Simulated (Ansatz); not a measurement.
`N#[C][InH2]` and `N#[C][AlH2]` differ in one element.

Ansatz, PBE0-D4/def2-TZVP geometries, multiplicity 1. 

Elements past krypton have def2 core potentials.

```tsv
property	`N#[C][InH2]`
HOMO–LUMO gap (PBE/def2-TZVPP) / eV	4.40
HOMO–LUMO gap (ωB97M-V/def2-TZVPP) / eV	10.19
HOMO energy (ωB97M-V/def2-TZVPP) / eV	-11.22
HOMO–LUMO gap (PBE0/def2-TZVPP) / eV	6.38
HOMO energy (PBE/def2-TZVPP) / eV	-7.77
HOMO energy (PBE0/def2-TZVPP) / eV	-9.01
```

Question: Give the same properties after the change, and the shifts. (Best estimate.)

Answer: Computed: 
```
                               property  `N#[C][AlH2]`  shift
    HOMO–LUMO gap (PBE/def2-TZVPP) / eV           4.59   0.19
HOMO–LUMO gap (ωB97M-V/def2-TZVPP) / eV          10.61   0.42
  HOMO energy (ωB97M-V/def2-TZVPP) / eV         -11.47  -0.25
   HOMO–LUMO gap (PBE0/def2-TZVPP) / eV           6.68   0.30
      HOMO energy (PBE/def2-TZVPP) / eV          -7.95  -0.18
     HOMO energy (PBE0/def2-TZVPP) / eV          -9.24  -0.23
```

With PBE0 the HOMO falls by 0.23 eV and the LUMO rises by 0.06 eV, so the gap widens by about 0.29 eV. PBE moves the HOMO by -0.18 eV and ωB97M-V by -0.25 eV.
